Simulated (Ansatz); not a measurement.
Reaction (formal exchange of groups at the Si–N bond): `O[SiH2]N[SiH](O)F` + `OBF` → `O[SiH2]B(O)F` + `N[SiH](O)F`

Program: Ansatz. Geometries: PBE0-D4/def2-TZVP. ΔE: electronic, gas phase. CBS: MP2 limit from def2 TZ/QZ plus the TZ coupled-cluster correction, frozen cores. This one scheme is used for every species. Functionals use def2-TZVPP. B3LYP here is the variant with VWN-RPA as its local correlation; programs differ in this. One conformer a species, not always the lowest.

`O[SiH2]N[SiH](O)F`:

```xyz
12

O     0.409    2.474   -0.543
Si    1.236    1.055   -0.543
N     0.211   -0.334   -0.491
Si   -0.824   -0.853    0.753
O    -0.811   -2.484    0.751
F    -2.341   -0.395    0.529
H    -0.271    2.596   -1.207
H     2.055    0.887   -1.772
H     2.074    1.146    0.671
H     0.223   -0.914   -1.320
H    -0.405   -0.239    2.028
H    -1.557   -2.938    1.146
```

`OBF`:

Cartesian coordinates in Å:
```
O 0.312 0.347 0.889
B -0.330 -0.182 -0.167
F 0.256 -0.215 -1.362
H 1.192 0.675 0.677
H -1.430 -0.624 -0.038
```

`O[SiH2]B(O)F`:

Z-matrix (Å, degrees):
```
Si
B 1 2.035
O 1 1.653 2 110.9
H 1 1.493 2 108.7 3 122.8
H 1 1.484 2 111.6 3 -118.5
F 2 1.342 1 119.7 3 -14.3
O 2 1.347 1 121.6 3 166.6
H 3 0.958 1 117.1 2 36.6
H 7 0.965 2 113.7 1 179.0
```

`N[SiH](O)F`:

Z-matrix (Å, degrees):
```
Si
O 1 1.629
F 1 1.596 2 112.6
N 1 1.699 2 110.7 3 116.3
H 1 1.474 2 104.5 3 -115.6
H 2 0.959 1 117.0 3 -71.5
H 4 1.007 1 120.5 2 -153.1
H 4 1.006 1 121.6 2 56.5
```

```json
{"level": "PBE-D4", "ΔE (kJ/mol)": "89.3", "difference from CCSD(T)/CBS": "-17.5"}
{"level": "r2SCAN-D4", "ΔE (kJ/mol)": "101.5", "difference from CCSD(T)/CBS": "-5.3"}
{"level": "PBE0-D4", "ΔE (kJ/mol)": "96.1", "difference from CCSD(T)/CBS": "-10.7"}
{"level": "B3LYP-D4", "ΔE (kJ/mol)": "104.1", "difference from CCSD(T)/CBS": "-2.7"}
{"level": "ωB97X-V", "ΔE (kJ/mol)": "101.4", "difference from CCSD(T)/CBS": "-5.4"}
{"level": "ωB97M-V", "ΔE (kJ/mol)": "107.2", "difference from CCSD(T)/CBS": "0.4"}
{"level": "B2PLYP", "ΔE (kJ/mol)": "106.0", "difference from CCSD(T)/CBS": "-0.8"}
{"level": "PBE", "ΔE (kJ/mol)": "86.3", "difference from CCSD(T)/CBS": "-20.5"}
{"level": "r2SCAN", "ΔE (kJ/mol)": "100.5", "difference from CCSD(T)/CBS": "-6.3"}
{"level": "PBE0", "ΔE (kJ/mol)": "93.3", "difference from CCSD(T)/CBS": "-13.5"}
{"level": "B3LYP", "ΔE (kJ/mol)": "99.4", "difference from CCSD(T)/CBS": "-7.4"}
{"level": "HF/def2-TZVPP", "ΔE (kJ/mol)": "116.0", "difference from CCSD(T)/CBS": "9.2"}
{"level": "MP2/def2-TZVPP", "ΔE (kJ/mol)": "114.7", "difference from CCSD(T)/CBS": "7.9"}
{"level": "SCS-MP2/def2-TZVPP", "ΔE (kJ/mol)": "113.6", "difference from CCSD(T)/CBS": "6.8"}
{"level": "CCSD/def2-TZVPP", "ΔE (kJ/mol)": "107.6", "difference from CCSD(T)/CBS": "0.8"}
{"level": "CCSD(T)/def2-TZVPP", "ΔE (kJ/mol)": "106.8", "difference from CCSD(T)/CBS": "0.0"}
{"level": "HF/def2-QZVPP", "ΔE (kJ/mol)": "117.4", "difference from CCSD(T)/CBS": "10.6"}
{"level": "MP2/def2-QZVPP", "ΔE (kJ/mol)": "115.1", "difference from CCSD(T)/CBS": "8.3"}
{"level": "SCS-MP2/def2-QZVPP", "ΔE (kJ/mol)": "114.0", "difference from CCSD(T)/CBS": "7.2"}
{"level": "HF/CBS(def2)", "ΔE (kJ/mol)": "117.6", "difference from CCSD(T)/CBS": "10.8"}
{"level": "MP2/CBS(def2)", "ΔE (kJ/mol)": "114.6", "difference from CCSD(T)/CBS": "7.8"}
{"level": "CCSD/CBS(def2)", "ΔE (kJ/mol)": "107.5", "difference from CCSD(T)/CBS": "0.7"}
{"level": "CCSD(T)/CBS", "ΔE (kJ/mol)": "106.8", "difference from CCSD(T)/CBS": "0"}
```

Largest T1 diagnostic among the species: 0.013.

The D4 term adds +4.7 kJ/mol with B3LYP and +2.8 kJ/mol with PBE0; it sums over pairs of atoms, weighted by their polarisabilities, and B3LYP, whose exchange is more repulsive, gets the larger term. From PBE to PBE0 (25 % exact exchange), in def2-TZVPP and without D4, ΔE moves by +7.0 kJ/mol.
